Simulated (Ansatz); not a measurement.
Ideal-gas functions of C2H5AlSn (`[SnH3][C]1=[CH][AlH]1`) at 600 K and 1 bar, from an Ansatz frequency run at PBE0-D4/def2-TZVP.

Molar mass 174.76 g/mol, point group Cs (symmetry number 1), electronic degeneracy 1, moments of inertia 35.3, 442.892, 470.44 u Å². Harmonic wavenumbers (cm⁻¹, unscaled): 72, 150, 197, 276, 438, 460, 464, 496, 681, 720, 725, 760, 850, 863, 1105, 1439, 1912, 1932, 1933, 1995, 3113.

Use S(trans) = R[1.5 ln M + 2.5 ln T − 1.1517]; rotational temperatures θ = 24.2544 K / I; S(rot) = R[ln(√π/σ · √(T³/θAθBθC)) + 1.5]; for each mode x = 1.438777 ν̃/T, S = R[x/(eˣ − 1) − ln(1 − e⁻ˣ)] and H = RT x/(eˣ − 1); 1 cm⁻¹ = 0.0119627 kJ/mol; R = 8.31446 J/(mol·K).

Question: By hand: the entropy, in J/(mol·K).

Answer: Translation 187.8. Rotation: θ = 0.6871, 0.0548, 0.0516 K, giving 123.0. Vibration, mode by mode: 22.93, 16.86, 14.63, 11.90, 8.28, 7.91, 7.84, 7.35, 5.10, 4.74, 4.69, 4.39, 3.70, 3.61, 2.28, 1.21, 0.48, 0.46, 0.46, 0.41, 0.04, in all 129.2. Electronic 0.0. Sum 440.0 J/(mol·K).

Question: By hand: H − E and G − E in kJ/mol, counted from the electronic energy.

Answer: Zero-point energy ½ × 20581 × 0.0119627 = 123.1; thermal vibration 39.9; translation, rotation and pV give 4 RT = 20.0. H − E = 183.0 kJ/mol, and G − E = 183.0 − 600 × 440.0/1000 = -81.0 kJ/mol.

Vibration gives 29 % of the entropy, 22.9 J/(mol·K) of it from the mode under 150 cm⁻¹: soft modes count most, and the harmonic formula is weakest for them.
